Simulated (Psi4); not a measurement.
Psi4 input (wB97X-D/6-311+G**):

```
memory 1500 MB

molecule {
1 1
N     2.48031300   -0.42102900   -0.13724300
Si    1.06016700    0.23699400    0.46340100
N    -0.43995900   -0.60344000   -0.35157000
Si   -2.06327800    0.30786800   -0.18869400
H     3.01293000   -0.00298400   -0.88485700
H     2.97774600   -1.17668600    0.30873200
H     0.84109700    1.62672000    0.04553600
H     0.79881000   -0.08218500    1.87076600
H    -0.22698500   -0.74661500   -1.34170300
H    -0.53250000   -1.54525600    0.03553900
H    -2.07080700    0.75036700    1.21247700
H    -1.94087600    1.40237300   -1.15921800
H    -3.09833400   -0.68252400   -0.51147300
symmetry c1
no_reorient
no_com
}

set {
  basis 6-311+G**
  reference rks
  scf_type df
  df_basis_scf def2-universal-jkfit
  dft_radial_points 99
  dft_spherical_points 590
  e_convergence 1e-8
  d_convergence 1e-7
  maxiter 150
}

e = energy('wb97x-d')
print_out(f'\nFINAL {e:.10f} DIPOLE {variable("CURRENT DIPOLE")[0]:.6f} {variable("CURRENT DIPOLE")[1]:.6f} {variable("CURRENT DIPOLE")[2]:.6f}\n')
```

Output:

```
   => Loading Basis Set <=

    Name: 6-311+G**
    Role: ORBITAL
    Keyword: BASIS
    atoms 1, 3 entry N          line   150 file 6-311pgss.gbs
    atoms 2, 4 entry SI         line   351 file 6-311pgss.gbs
    atoms 5-13 entry H          line    42 file 6-311pgss.gbs

   => WB97X-D: Empirical Dispersion <=

    Chai and Head-Gordon Dispersion Correction
    Chai, J.-D.; Head-Gordon, M. (2010), J. Chem. Phys., 132: 6615-6620

        s6 =       1.000000

         ---------------------------------------------------------
                                   SCF
               by Justin Turney, Rob Parrish, Andy Simmonett
                          and Daniel G. A. Smith
                              RKS Reference
         ---------------------------------------------------------

  ==> Geometry <==

    Molecular point group: c1
    Full point group: C1

    Geometry (in Angstrom), charge = 1, multiplicity = 1:

       Center              X                  Y                   Z               Mass
    ------------   -----------------  -----------------  -----------------  -----------------
         N            2.480313000000    -0.421029000000    -0.137243000000    14.003074004430
         SI           1.060167000000     0.236994000000     0.463401000000    27.976926534650
         N           -0.439959000000    -0.603440000000    -0.351570000000    14.003074004430
         SI          -2.063278000000     0.307868000000    -0.188694000000    27.976926534650
         H            3.012930000000    -0.002984000000    -0.884857000000     1.007825032230
         H            2.977746000000    -1.176686000000     0.308732000000     1.007825032230
         H            0.841097000000     1.626720000000     0.045536000000     1.007825032230
         H            0.798810000000    -0.082185000000     1.870766000000     1.007825032230
         H           -0.226985000000    -0.746615000000    -1.341703000000     1.007825032230
         H           -0.532500000000    -1.545256000000     0.035539000000     1.007825032230
         H           -2.070807000000     0.750367000000     1.212477000000     1.007825032230
         H           -1.940876000000     1.402373000000    -1.159218000000     1.007825032230
         H           -3.098334000000    -0.682524000000    -0.511473000000     1.007825032230

  Running in c1 symmetry.

  Rotational constants: A =      0.47125  B =      0.05782  C =      0.05491 [cm^-1]
  Rotational constants: A =  14127.83636  B =   1733.48422  C =   1646.10331 [MHz]
  Nuclear repulsion =  232.519251828312008

  Charge       = 1
  Multiplicity = 1
  Electrons    = 50
  Nalpha       = 25
  Nbeta        = 25

  ==> Algorithm <==

  SCF Algorithm Type is DF.
  DIIS enabled.
  MOM disabled.
  Fractional occupation disabled.
  Guess Type is SAD.
  Energy threshold   = 1.00e-08
  Density threshold  = 1.00e-07
  Integral threshold = 1.00e-12

  ==> Primary Basis <==

  Basis Set: 6-311+G**
    Blend: 6-311+G**
    Number of shells: 84
    Number of basis functions: 158
    Number of Cartesian functions: 162
    Spherical Harmonics?: true
    Max angular momentum: 2

  ==> DFT Potential <==

   => LibXC <=

    Version 7.1.2
    S. Lehtola, C. Steigemann, M. J. T. Oliveira, and M. A. L. Marques,  SoftwareX 7, 1–5 (2018) (10.1016/j.softx.2017.11.002)

   => Composite Functional: WB97X-D <=

    wB97X-D Hyb-GGA Exchange-Correlation Functional

    J.-D. Chai and M. Head-Gordon,  Phys. Chem. Chem. Phys. 10, 6615–6620 (2008) (10.1039/B810189B)

    Deriv               =              1
    GGA                 =           TRUE
    Meta                =          FALSE

    Exchange Hybrid     =           TRUE
    MP2 Hybrid          =          FALSE

   => Exchange-Correlation Functionals <=

    1.0000   wB97X-D range-separated functional

   => Exact (HF) Exchange <=

    0.7780            HF,LR [omega = 0.2000]
    0.2220               HF

   => LibXC Density Thresholds  <==

    XC_HYB_GGA_XC_WB97X_D:  1.00E-14

   => Molecular Quadrature <=

    Radial Scheme          =       TREUTLER
    Pruning Scheme         =           NONE
    Nuclear Scheme         =       TREUTLER

    Blocking Scheme        =         OCTREE
    BS radius alpha        =              1
    Pruning alpha          =              1
    Radial Points          =             99
    Spherical Points       =            590
    Total Points           =         718783
    Total Blocks           =           5000
    Max Points             =            256
    Max Functions          =            149
    Weights Tolerance      =       1.00E-15

   => Loading Basis Set <=

    Name: DEF2-UNIVERSAL-JKFIT
    Role: JKFIT
    Keyword: DF_BASIS_SCF
    atoms 1, 3 entry N          line   258 file def2-universal-jkfit.gbs
    atoms 2, 4 entry SI         line   737 file def2-universal-jkfit.gbs
    atoms 5-13 entry H          line    18 file def2-universal-jkfit.gbs

  ==> Integral Setup <==

  SCF_SUBTYPE=INCORE selected. In-core MEM_DF algorithm will be used.
  Using in-core AOs.

  ==> MemDFJK: Density-Fitted J/K Matrices <==

    J tasked:                   Yes
    K tasked:                   Yes
    wK tasked:                  Yes
    Omega:                2.000E-01
    Algorithm:                 Core
    Schwarz Cutoff:           1E-12
    Mask sparsity (%):       6.4253
    Fitting Condition:        1E-10

   => Auxiliary Basis Set <=

  Basis Set: DEF2-UNIVERSAL-JKFIT
    Blend: DEF2-UNIVERSAL-JKFIT
    Number of shells: 180
    Number of basis functions: 572
    Number of Cartesian functions: 676
    Spherical Harmonics?: true
    Max angular momentum: 4

  Cached 25.0% of DFT collocation blocks in 0.564 [GiB].

  Minimum eigenvalue in the overlap matrix is 5.6559207322E-04.
  Reciprocal condition number of the overlap matrix is 6.0084918998E-05.
    Using symmetric orthogonalization.

  ==> Pre-Iterations <==

  SCF Guess: Superposition of Atomic Densities via on-the-fly atomic UHF (no occupation information).

   -------------------------
    Irrep   Nso     Nmo
   -------------------------
     A        158     158
   -------------------------
    Total     158     158
   -------------------------

  ==> Iterations <==

                           Total Energy        Delta E     RMS |[F,P]|

   @DF-RKS iter SAD:  -693.31442004104815   -6.93314e+02   0.00000e+00
   @DF-RKS iter   1:  -693.45191012353678   -1.37490e-01   5.60602e-03 ADIIS/DIIS
   @DF-RKS iter   2:  -693.46329351787176   -1.13834e-02   5.18213e-03 ADIIS/DIIS
   @DF-RKS iter   3:  -693.73729984801696   -2.74006e-01   5.00571e-04 ADIIS/DIIS
   @DF-RKS iter   4:  -693.73959797959139   -2.29813e-03   1.11861e-04 ADIIS/DIIS
   @DF-RKS iter   5:  -693.73972613793410   -1.28158e-04   5.14430e-05 DIIS
   @DF-RKS iter   6:  -693.73975340759614   -2.72697e-05   1.41052e-05 DIIS
   @DF-RKS iter   7:  -693.73975588212033   -2.47452e-06   1.36880e-06 DIIS
   @DF-RKS iter   8:  -693.73975594359956   -6.14792e-08   4.08478e-07 DIIS
   @DF-RKS iter   9:  -693.73975594793092   -4.33135e-09   8.76041e-08 DIIS
  Energy and wave function converged.

  ==> Post-Iterations <==

   Electrons on quadrature grid:
      Ntotal   =   49.9999985927 ; deviation = -1.407e-06

    Orbital Energies [Eh]
    ---------------------

    Doubly Occupied:

       1A    -66.463678     2A    -66.456432     3A    -14.679798
       4A    -14.588070     5A     -5.596486     6A     -5.591296
       7A     -3.942850     8A     -3.939924     9A     -3.939035
      10A     -3.938271    11A     -3.933681    12A     -3.933570
      13A     -1.215031    14A     -1.125811    15A     -0.840678
      16A     -0.835427    17A     -0.820610    18A     -0.755294
      19A     -0.726784    20A     -0.673945    21A     -0.654783
      22A     -0.617377    23A     -0.612732    24A     -0.609429
      25A     -0.530673

    Virtual:

      26A     -0.123442    27A     -0.091810    28A     -0.069225
      29A     -0.060915    30A     -0.057576    31A     -0.054625
      32A     -0.050331    33A     -0.041745    34A     -0.024700
      35A     -0.016465    36A     -0.015559    37A     -0.011670
      38A      0.004044    39A      0.005660    40A      0.015351
      41A      0.024073    42A      0.042365    43A      0.046517
      44A      0.052550    45A      0.064445    46A      0.066026
      47A      0.070942    48A      0.094741    49A      0.109643
      50A      0.124228    51A      0.153754    52A      0.157829
      53A      0.186072    54A      0.189991    55A      0.196948
      56A      0.211614    57A      0.224999    58A      0.226080
      59A      0.267980    60A      0.296120    61A      0.316264
      62A      0.327756    63A      0.333393    64A      0.371430
      65A      0.384900    66A      0.402058    67A      0.442201
      68A      0.467513    69A      0.479540    70A      0.491896
      71A      0.511910    72A      0.524155    73A      0.552935
      74A      0.607236    75A      0.658660    76A      0.695478
      77A      0.721581    78A      0.730321    79A      0.742438
      80A      0.764206    81A      0.769804    82A      0.773971
      83A      0.774526    84A      0.799023    85A      0.815260
      86A      0.859260    87A      0.992841    88A      1.022228
      89A      1.064015    90A      1.114575    91A      1.140150
      92A      1.155779    93A      1.164496    94A      1.186209
      95A      1.191899    96A      1.196874    97A      1.218340
      98A      1.318409    99A      1.380817   100A      1.389357
     101A      1.432031   102A      1.447127   103A      1.487094
     104A      1.524541   105A      1.537077   106A      1.543549
     107A      1.560112   108A      1.585603   109A      1.593294
     110A      1.601290   111A      1.694994   112A      1.758513
     113A      1.781021   114A      1.838368   115A      1.908915
     116A      1.919303   117A      1.979685   118A      2.032442
     119A      2.039207   120A      2.056051   121A      2.058916
     122A      2.247792   123A      2.267850   124A      2.305423
     125A      2.328737   126A      2.398260   127A      2.420620
     128A      2.472528   129A      2.535897   130A      2.549378
     131A      2.561201   132A      2.573979   133A      2.579424
     134A      2.653788   135A      2.738113   136A      2.758832
     137A      2.797729   138A      2.882834   139A      2.926064
     140A      2.991483   141A      3.779908   142A      3.815428
     143A      4.116840   144A      4.261951   145A      4.485621
     146A      4.665870   147A      5.604046   148A      5.657530
     149A     11.297749   150A     11.336048   151A     11.373614
     152A     11.375788   153A     11.389966   154A     11.489490
     155A     35.421445   156A     35.524062   157A    141.135497
     158A    141.183831

    Final Occupation by Irrep:
              A
    DOCC [    25 ]
    NA   [    25 ]
    NB   [    25 ]

  @DF-RKS Final Energy:  -693.73975594793092

   => Energetics <=

    Nuclear Repulsion Energy =            232.5192518283120080
    One-Electron Energy =               -1409.7828004244151998
    Two-Electron Energy =                 525.4854290126779688
    DFT Exchange-Correlation Energy =     -41.9561936304923080
    Empirical Dispersion Energy =          -0.0054427340134195
    VV10 Nonlocal Energy =                  0.0000000000000000
    Total Energy =                       -693.7397559479309166

Computation Completed

Properties will be evaluated at   0.000000,   0.000000,   0.000000 [a0]

Properties computed using the SCF density matrix

 Multipole Moments:

 ------------------------------------------------------------------------------------
     Multipole            Electronic (a.u.)      Nuclear  (a.u.)        Total (a.u.)
 ------------------------------------------------------------------------------------

 L = 1.  Multiply by 2.5417464519 to convert [e a0] to [Debye]
 Dipole X            :         -0.0767160            0.0000094           -0.0767066
 Dipole Y            :         -0.6334690           -0.0000094           -0.6334784
 Dipole Z            :         -0.4058496            0.0000113           -0.4058383
 Magnitude           :                                                    0.7562298

 ------------------------------------------------------------------------------------

FINAL -693.7397559479 DIPOLE -0.076707 -0.633478 -0.405838

*** Psi4 exiting successfully. Buy a developer a beer!
```

The dipole moment of an ion depends on the origin.

The geometry given is a B3LYP-D3(BJ)/def2-TZVP minimum.
